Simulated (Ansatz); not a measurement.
This geometry of ClH + GaH3O (7 atoms, charge 0, multiplicity 1) is a first-order saddle point.

These are results of RHF/def2-SVP (Ansatz), not measurements.

```xyz
7
Properties=species:S:1:pos:R:3
Ga 0.019 -0.007 0.033
O -0.099 0.069 1.909
H -0.868 -0.254 2.358
H 1.463 -0.259 -0.484
H -1.365 -0.194 -0.665
Cl 0.121 2.571 0.884
H -0.006 1.467 1.763
```

(1) Which two structures does it join? (They come from a converged band through this point; their orientation in space is the band's.)

(2) How far does it lie above each of them?

Results:

(1) Bonds broken: Cl6–H7. Bonds formed: Ga1–Cl6, O2–H7. ClH + GaH3O becomes ClGaH4O.

Image 0:

```xyz
7
Properties=species:S:1:pos:R:3
Ga -0.167 -0.482 -0.180
O -0.526 0.369 1.357
H -1.186 0.029 1.941
H 0.944 0.182 -1.045
H -0.997 -1.777 -0.479
Cl 0.904 3.083 2.252
H 0.292 1.989 1.953
```

Image 10:

```xyz
7
Properties=species:S:1:pos:R:3
Ga 0.078 0.431 -0.138
O -0.133 0.082 1.995
H -0.929 -0.325 2.311
H 1.473 -0.208 -0.437
H -1.320 -0.121 -0.593
Cl 0.129 2.623 0.210
H -0.033 0.911 2.449
```

(2) 20.7 kJ/mol above the first and 144.0 kJ/mol above the second. This is the barrier of this one path; another mechanism may lie lower. The orbitals stay closed-shell, which can raise the energy where a bond breaks towards radicals; this wasn't checked here.

Time of the run: 4.6 min on 1 thread of Arm Neoverse V2, with other jobs on the host, peak memory 0.16 GiB.
